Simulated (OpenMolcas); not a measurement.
**SbCl at 2.381 Å: OpenMolcas input and output**

Input (each module block was a call of its own in one work directory; start orbitals came from a preliminary run):

```
&GATEWAY
Coord
2
angstrom
Sb 0.0 0.0 0.0
Cl 0.0 0.0 2.3810
Basis=ANO-RCC-VTZP
Group=XY
RX2C
AMFI
ANGMom
0.0 0.0 0.0
RICD
&SEWARD
&GUESSORB
* RASSCF and CASPT2 blocks for each multiplicity and irrep, as for the first:
&RASSCF
FileOrb=$CurrDir/o31.orb
Symmetry=1
Spin=3
nActEl=8 0 0
Inactive=18 12
RAS2=2 4
CIRoot=5 5 1
Linear
Iterations=120 100
OrbListing=Nothing
PRWF=0.15
>>COPY $Project.RasOrb $CurrDir/o31.orb
>>COPY $Project.rasscf.h5 $CurrDir/r31.h5
&CASPT2
XMultistate=all
Imaginary=0.2
IPEA=0.25
MaxIter=40
>>COPY $Project.JobMix JOB001
&RASSI
Nr of JobIphs=5 5 7 6 4 2
1 2 3 4 5
1 2 3 4 5 6 7
1 2 3 4 5 6
1 2 3 4
1 2
SpinOrbit
EJob
Omega
MEES
MESO
Properties=4
'AngMom' 3 'Mltpl  1' 1 'Mltpl  1' 2 'Mltpl  1' 3
Thrs=1.0d-4
>>COPY $Project.rassi.h5 $CurrDir/so.h5
```

```bash
pymolcas m.inp
```

C2 symmetry about the axis (a holds Σ, Δ, Γ; b holds Π, Φ, H; Σ⁺ and Σ⁻ are not told apart); roots by multiplicity and irrep: 3a 5, 1a 7, 3b 6, 1b 4, 5b 2.

RASSI part of the output, in excerpt:

```
SPIN-FREE ENERGIES:
  (Shifted by EMIN (a.u.) =      -6939.6068460035)
 SF State       Relative EMIN(au)   Rel lowest level(eV)    D:o, cm**(-1)      Abs_M
     1             0.0000000000        0.0000000000              0.0000         0.0
     6             0.0328416100        0.8936657355           7207.9003         2.0
     7             0.0329524343        0.8966814162           7232.2234         2.0
     8             0.0610980540        1.6625627476          13409.4729         0.0
    13             0.1028264154        2.7980493057          22567.7896         1.0
    14             0.1028264182        2.7980493826          22567.7902         1.0
    19             0.1256172729        3.4182201323          27569.8047         1.0
    20             0.1256172754        3.4182202004          27569.8052         1.0
    15             0.1807331816        4.9180004109          39666.3484         1.0
    16             0.1807331855        4.9180005183          39666.3493         1.0
     9             0.1869991071        5.0885049301          41041.5601         0.0
     2             0.1959649320        5.3324774546          43009.3312         2.0
     3             0.1960920101        5.3359354254          43037.2216         2.0
     4             0.1990271922        5.4158057994          43681.4196         0.0
     5             0.1993626214        5.4249332936          43755.0378         0.0
    23             0.2051971184        5.5836980461          45035.5619         1.0
    24             0.2051971234        5.5836981817          45035.5630         1.0
    10             0.2053303374        5.5873231190          45064.8001         2.0
    11             0.2053859744        5.5888370787          45077.0110         2.0
    21             0.2054234495        5.5898568288          45085.2359         1.0
    22             0.2054234563        5.5898570144          45085.2374         1.0
    12             0.2148634484        5.8467322855          47157.0761         0.0
    18             0.2261210260        6.1530665767          49627.8288         1.0
    17             0.2261210260        6.1530665767          49627.8288         1.0
++ Dipole transition strengths (spin-free states):
     for osc. strength at least  1.00000000E-05
      From   To        Osc. strength     Einstein coefficients Ax, Ay, Az (sec-1)    Total A (sec-1)
         1   13       2.83239536E-03  1.09659187E+05  8.52560305E+05  0.00000000E+00  9.62219492E+05
         1   14       2.83239567E-03  8.52560446E+05  1.09659203E+05  0.00000000E+00  9.62219649E+05
         1   15       2.60217999E-02  2.51889963E+07  2.12114860E+06  0.00000000E+00  2.73101449E+07
         1   16       2.60218010E-02  2.12114878E+06  2.51889984E+07  0.00000000E+00  2.73101472E+07
         1    5       4.03823174E-02  0.00000000E+00  0.00000000E+00  5.15691048E+07  5.15691048E+07
         1   18       2.70052699E-03  3.83868571E+06  5.97822597E+05  0.00000000E+00  4.43650831E+06
         1   17       2.70052691E-03  5.97822599E+05  3.83868558E+06  0.00000000E+00  4.43650818E+06
         6   19       1.16005414E-03  2.71227857E+05  4.95890702E+04  0.00000000E+00  3.20816928E+05
         6   20       1.16005414E-03  4.95890732E+04  2.71227870E+05  0.00000000E+00  3.20816944E+05
         6   10       1.23084757E-02  0.00000000E+00  0.00000000E+00  1.17662099E+07  1.17662099E+07
         6   11       3.98984094E-02  0.00000000E+00  0.00000000E+00  3.81652423E+07  3.81652423E+07
         6   21       5.49443323E-03  1.57224228E+06  3.68579875E+06  0.00000000E+00  5.25804103E+06
         6   22       5.49443335E-03  3.68579906E+06  1.57224249E+06  0.00000000E+00  5.25804155E+06
         7   19       1.15826245E-03  4.94291589E+04  2.70127453E+05  0.00000000E+00  3.19556612E+05
         7   20       1.15826247E-03  2.70127476E+05  4.94291598E+04  0.00000000E+00  3.19556636E+05
         7   10       3.99512965E-02  0.00000000E+00  0.00000000E+00  3.81421305E+07  3.81421305E+07
         7   11       1.24437737E-02  0.00000000E+00  0.00000000E+00  1.18879365E+07  1.18879365E+07
         7   21       5.48801268E-03  3.67567156E+06  1.56948226E+06  0.00000000E+00  5.24515382E+06
         7   22       5.48801281E-03  1.56948239E+06  3.67567197E+06  0.00000000E+00  5.24515436E+06
         8   19       5.20970715E-04  6.72676452E+04  2.41143274E+03  0.00000000E+00  6.96790780E+04
         8   20       5.20970763E-04  2.41143323E+03  6.72676567E+04  0.00000000E+00  6.96790899E+04
         8   21       4.26056968E-03  3.59001249E+05  2.49243764E+06  0.00000000E+00  2.85143888E+06
         8   22       4.26057006E-03  2.49243812E+06  3.59001288E+05  0.00000000E+00  2.85143941E+06
         8   12       6.77215903E-02  0.00000000E+00  0.00000000E+00  5.14464301E+07  5.14464301E+07
        13    5       1.39592541E-04  4.66741794E+03  3.71303940E+04  0.00000000E+00  4.17978120E+04
        13   18       1.98312946E-05  0.00000000E+00  0.00000000E+00  9.68612647E+03  9.68612647E+03
        13   17       2.03670806E-02  0.00000000E+00  0.00000000E+00  9.94781847E+06  9.94781847E+06
        14    5       1.39592533E-04  3.71303886E+04  4.66741864E+03  0.00000000E+00  4.17978072E+04
        14   18       2.03670807E-02  0.00000000E+00  0.00000000E+00  9.94781809E+06  9.94781809E+06
        14   17       1.98312945E-05  0.00000000E+00  0.00000000E+00  9.68612597E+03  9.68612597E+03
        19    9       2.93709494E-05  1.25615231E+02  3.42994951E+03  0.00000000E+00  3.55556474E+03
        19   10       5.31529137E-05  6.77442620E+03  4.07725360E+03  0.00000000E+00  1.08516798E+04
        19   11       5.32628600E-05  4.04630501E+03  6.84300622E+03  0.00000000E+00  1.08893112E+04
        19   22       7.17740471E-05  0.00000000E+00  0.00000000E+00  1.46876191E+04  1.46876191E+04
        19   12       3.91272121E-05  9.66675175E+03  3.46358907E+02  0.00000000E+00  1.00131107E+04
        20    9       2.93709568E-05  3.42995018E+03  1.25615174E+02  0.00000000E+00  3.55556535E+03
        20   10       5.31529018E-05  4.07725235E+03  6.77442434E+03  0.00000000E+00  1.08516767E+04
        20   11       5.32628481E-05  6.84300465E+03  4.04630346E+03  0.00000000E+00  1.08893081E+04
        20   21       7.17740348E-05  0.00000000E+00  0.00000000E+00  1.46876132E+04  1.46876132E+04
        20   12       3.91272209E-05  3.46358793E+02  9.66675356E+03  0.00000000E+00  1.00131124E+04
        15    2       3.04898817E-05  1.54597430E+02  7.26852027E+01  0.00000000E+00  2.27282633E+02
        15    3       3.07442520E-05  7.45196919E+01  1.58499127E+02  0.00000000E+00  2.33018818E+02
        15    4       2.40429497E-05  2.41400007E+01  2.34393296E+02  0.00000000E+00  2.58533296E+02
        15    5       9.26696119E-05  9.49012578E+02  8.43383166E+01  0.00000000E+00  1.03335089E+03
        15   18       6.29893462E-05  0.00000000E+00  0.00000000E+00  4.16924195E+03  4.16924195E+03
        16    2       3.04898600E-05  7.26851855E+01  1.54597168E+02  0.00000000E+00  2.27282353E+02
        16    3       3.07442421E-05  1.58499023E+02  7.45196003E+01  0.00000000E+00  2.33018623E+02
        16    4       2.40429388E-05  2.34393079E+02  2.41399892E+01  0.00000000E+00  2.58533068E+02
        16    5       9.26696188E-05  8.43382320E+01  9.49012302E+02  0.00000000E+00  1.03335053E+03
        16   17       6.29893191E-05  0.00000000E+00  0.00000000E+00  4.16923943E+03  4.16923943E+03
         9   21       2.70175705E-05  2.57549684E+02  3.71238770E+01  0.00000000E+00  2.94673561E+02
         9   22       2.70175717E-05  3.71239293E+01  2.57549863E+02  0.00000000E+00  2.94673792E+02
         5   18       3.23656055E-05  6.42146360E+02  1.02439958E+02  0.00000000E+00  7.44586317E+02
         5   17       3.23656067E-05  1.02439955E+02  6.42146392E+02  0.00000000E+00  7.44586347E+02
        21   12       3.05638146E-05  1.10095023E+01  7.65014336E+01  0.00000000E+00  8.75109359E+01
        22   12       3.05637977E-05  7.65012857E+01  1.10094755E+01  0.00000000E+00  8.75107612E+01
 Electric-quadrupole - electric-quadrupole not included
 Electric-dipole - electric-octupole not included
 Electric-dipole - magnetic-quadrupole not included
   Eigenvalues of complex Hamiltonian:
  (Shifted by EMIN (a.u.) =      -6939.6068460035)
 SO State       Relative EMIN(au)   Rel lowest level(eV)    D:o, cm**(-1)      Omega
     1            -0.0028207415        0.0000000000              0.0000         0.0
     2            -0.0005139537        0.0627708914            506.2814         1.0
     3            -0.0005139538        0.0627708913            506.2814         1.0
     4             0.0321070218        0.9504328563           7665.7580         2.0
     5             0.0322166930        0.9534171628           7689.8280         2.0
     6             0.0621480445        1.7678907289          14259.0004         0.0
     7             0.0972456818        2.7229460935          21962.0414         0.0
     8             0.0984391389        2.7554217168          22223.9749         0.0
     9             0.1016039319        2.8415401202          22918.5667         1.0
    10             0.1016039345        2.8415401914          22918.5673         1.0
    11             0.1088140297        3.0377368777          24501.0003         2.0
    12             0.1088151983        3.0377686746          24501.2567         2.0
    13             0.1270462606        3.5338611525          28502.5124         1.0
    14             0.1270462629        3.5338612154          28502.5129         1.0
    15             0.1748070966        4.8334997103          38984.8043         2.0
    16             0.1748071879        4.8335021943          38984.8243         2.0
    17             0.1794918482        4.9609782943          40012.9884         1.0
    18             0.1794918519        4.9609783942          40012.9892         1.0
    19             0.1813913784        5.0126671455          40429.8871         0.0
    20             0.1857582033        5.1314945037          41388.2944         3.0
    21             0.1857582033        5.1314945037          41388.2944         3.0
    22             0.1867950798        5.1597093498          41615.8625         0.0
    23             0.1870503143        5.1666546343          41671.8800         0.0
    24             0.1913533252        5.2837455270          42616.2817         1.0
    25             0.1913533252        5.2837455271          42616.2817         1.0
    26             0.1918683502        5.2977600713          42729.3166         2.0
    27             0.1919692465        5.3005055982          42751.4608         2.0
    28             0.1944003130        5.3666582888          43285.0182         0.0
    29             0.1993695480        5.5018780614          44375.6392         0.0
    30             0.2001031935        5.5218415738          44536.6558         1.0
    31             0.2001031951        5.5218416174          44536.6562         1.0
    32             0.2023462201        5.5828774362          45028.9433         1.0
    33             0.2023462205        5.5828774481          45028.9434         1.0
    34             0.2039080318        5.6253764967          45371.7213         2.0
    35             0.2039326751        5.6260470760          45377.1299         2.0
    36             0.2068486298        5.7053942444          46017.1080         3.0
    37             0.2068486298        5.7053942442          46017.1080         3.0
    38             0.2072562102        5.7164850728          46106.5615         1.0
    39             0.2072562153        5.7164852111          46106.5626         1.0
    40             0.2073046416        5.7178029598          46117.1910         0.0
    41             0.2084294930        5.7484117233          46364.0673         1.0
    42             0.2084294948        5.7484117739          46364.0677         1.0
    43             0.2087065363        5.7559504566          46424.8713         2.0
    44             0.2087507883        5.7571546148          46434.5835         2.0
    45             0.2092683642        5.7712385726          46548.1783         0.0
    46             0.2097708231        5.7849111758          46658.4553         1.0
    47             0.2097708232        5.7849111778          46658.4553         1.0
    48             0.2172746963        5.9891019692          48305.3651         0.0
    49             0.2272652778        6.2609595400          50498.0443         1.0
    50             0.2272652780        6.2609595454          50498.0443         1.0
    51             0.2275756088        6.2694040768          50566.1540         2.0
    52             0.2275782472        6.2694758713          50566.7331         2.0
    53             0.2276384345        6.2711136513          50579.9427         0.0
    54             0.2280671048        6.2827783643          50674.0249         0.0
 Weights of the five most important spin-orbit-free states for each spin-orbit state.
 SO State  Total energy (au)           Spin-free states, spin, and weights
    1        -0.002821       1 1.0  0.9605    8 0.0  0.0339   13 1.0  0.0023   14 1.0  0.0023   15 1.0  0.0003
    2        -0.000514       1 1.0  0.9964   14 1.0  0.0014   19 0.0  0.0008   15 1.0  0.0005   22 0.0  0.0003
    3        -0.000514       1 1.0  0.9964   13 1.0  0.0014   20 0.0  0.0008   16 1.0  0.0005   21 0.0  0.0003
    4         0.032107       6 0.0  0.9919   13 1.0  0.0032   14 1.0  0.0032   15 1.0  0.0008   16 1.0  0.0008
    5         0.032217       7 0.0  0.9919   13 1.0  0.0032   14 1.0  0.0032   15 1.0  0.0008   16 1.0  0.0008
    6         0.062148       8 0.0  0.9393    1 1.0  0.0365   13 1.0  0.0109   14 1.0  0.0109   16 1.0  0.0012
    7         0.097246      13 1.0  0.4999   14 1.0  0.4999   23 2.0  0.0000   24 2.0  0.0000   18 1.0  0.0000
    8         0.098439      13 1.0  0.4863   14 1.0  0.4863    8 0.0  0.0248    1 1.0  0.0015    5 1.0  0.0005
...
```

Only roots inside an energy window near the equilibrium distance were included, so the list of states is not complete; labels number the states computed. Each spin and symmetry block has orbitals of its own, averaged over its own roots, so gaps between blocks are less sure than gaps within one and near the minimum can be off by tenths of an eV, in bad cases by more. No Rydberg orbitals are active, so Rydberg states, and σ→σ* states whose orbital the CASSCF left unused, can be missing between those listed. CASPT2 splits the two components of degenerate states numerically, here by up to 28 cm⁻¹. No roots were computed in block 5a (none fell in the window or the block failed), so states of that kind are missing and can lie low or lowest.
